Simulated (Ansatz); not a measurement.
A nudged elastic band was laid between two geometries of CH4SZn + FH (9 atoms, charge 0, multiplicity 1).

Method: UKS BLYP-D4/def2-SVP (Ansatz).

```
movable images  : 7
climbing image  : yes
spring          : 5.0 eV/Å²
optimiser       : quadratic models (default)
start path      : through a guess of the saddle point
force threshold : 0.05 eV/Å
iteration limit : 60
end points      : relaxed
```

First end point:

```xyz
9
Properties=species:S:1:pos:R:3
Zn -0.040 -0.383 0.047
S 0.111 -1.719 1.925
C -0.053 0.420 -1.737
H -0.543 0.247 2.214
F -0.718 1.069 1.703
H 1.421 -1.377 2.111
H -0.170 1.518 -1.647
H 0.889 0.203 -2.279
H -0.897 0.023 -2.337
```

Last end point:

```xyz
9
Properties=species:S:1:pos:R:3
Zn -0.396 0.637 0.146
S 0.175 -1.720 1.818
C -0.055 0.466 -1.759
H -0.371 -0.573 2.364
F -0.827 1.169 1.823
H 1.441 -1.256 2.021
H 0.071 1.460 -2.233
H 0.864 -0.130 -1.929
H -0.902 -0.054 -2.251
```

Question: Which bonds break or form, and what moves?

Answer: Bonds broken: H4–F5. Bonds formed: S2–H4. CH4SZn + FH becomes CH3FZn + H2S.

Question: What energy profile does the band end with?

Answer: The run converged. The highest image is number 5 of 0 to 8, 0.209 eV above the first end and 0.141 eV above the last; the last end lies 0.068 eV above the first. A vibrational analysis at the climbing image gives one clearly imaginary mode, 395i cm⁻¹: a first-order saddle point. The orbitals stay closed-shell, which can raise the energy where a bond breaks towards radicals; this wasn't checked here.

| image | path coordinate (Å) | energy (eV) | H4–F5 (Å) | S2–H4 (Å) |
| --- | --- | --- | --- | --- |
| 0 | 0.00 | 0.000 | 0.98 | 2.09 |
| 1 | 0.26 | -0.001 | 0.98 | 2.09 |
| 2 | 0.53 | 0.002 | 0.99 | 2.07 |
| 3 | 0.79 | 0.029 | 1.00 | 1.99 |
| 4 | 1.06 | 0.116 | 1.07 | 1.80 |
| 5 | 1.32 | 0.209 | 1.29 | 1.57 |
| 6 | 1.66 | 0.127 | 1.61 | 1.42 |
| 7 | 2.00 | 0.076 | 1.81 | 1.39 |
| 8 | 2.34 | 0.068 | 1.88 | 1.38 |

Question: What is the geometry of the highest image?

Answer: 
```xyz
9
Properties=species:S:1:pos:R:3
Zn -0.230 0.095 0.131
S 0.185 -1.637 1.934
C -0.047 0.457 -1.785
H -0.463 -0.240 2.262
F -0.848 0.900 1.806
H 1.445 -1.155 2.140
H 0.104 1.540 -1.960
H 0.815 -0.098 -2.206
H -0.963 0.139 -2.322
```

Question: What are the harmonic wavenumbers there?

Answer: 395i, 27, 102, 111, 240, 347, 445, 469, 535, 643, 684, 740, 1121, 1155, 1298, 1395, 1397, 2575, 2961, 3052, 3059 cm⁻¹.

Run time: 3.3 min on 4 threads of Arm Neoverse N1 (shared host), peak memory 0.19 GiB.
